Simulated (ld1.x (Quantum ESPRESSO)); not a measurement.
## Configuration tests for Ag (Z = 47) (TM semilocal)

```json
{
 "Element": "Ag (Z = 47)",
 "Generator": "ld1.x (Quantum ESPRESSO) 7.5",
 "Type": "norm-conserving Troullier–Martins (semilocal form)",
 "Functional": "revPBE",
 "Relativity": "scalar-relativistic",
 "Frozen core": "[Ar] 3d10 4s2",
 "Valence charge": "17",
 "Reference configuration": "4p6 4d10 5s1 5p0",
 "Partial waves": "4p (bound): rc 1.65 bohr; 4d (bound): rc 1.45 bohr; 5s (bound): rc 2.20 bohr",
 "Local potential": "the s channel",
 "Core correction": "a·sin(br)/r model core, default radius (core density twice the valence density)"
}
```

Energies are relative to the spin-unpolarised reference configuration 4p6 4d10 5s1 5p0; without spin polarisation the order of configurations can differ from experiment.

```json
{"valence configuration": "4p6 4d10 5s0 5p0", "charge": "+1", "ΔE all-electron (eV)": "7.618", "error AE − PS (meV)": "-11"}
{"valence configuration": "4p6 4d9 5s0 5p0", "charge": "+2", "ΔE all-electron (eV)": "29.641", "error AE − PS (meV)": "+3.2"}
{"valence configuration": "4p6 4d8 5s0 5p0", "charge": "+3", "ΔE all-electron (eV)": "65.754", "error AE − PS (meV)": "+14"}
{"valence configuration": "4p5 4d10 5s1 5p0", "charge": "+1", "ΔE all-electron (eV)": "65.184", "error AE − PS (meV)": "-112"}
{"valence configuration": "4p6 4d10 5s0.5 5p0", "charge": "+0.5", "ΔE all-electron (eV)": "2.951", "error AE − PS (meV)": "-2.4"}
{"valence configuration": "4p6 4d9 5s2 5p0", "charge": "0", "ΔE all-electron (eV)": "4.131", "error AE − PS (meV)": "-31"}
```

What are ΔE and the potential's error for 4p6 4d9 5s1 5p0?

ΔE = 13.087 eV all-electron; the error (AE − PS) is -3.5 meV.
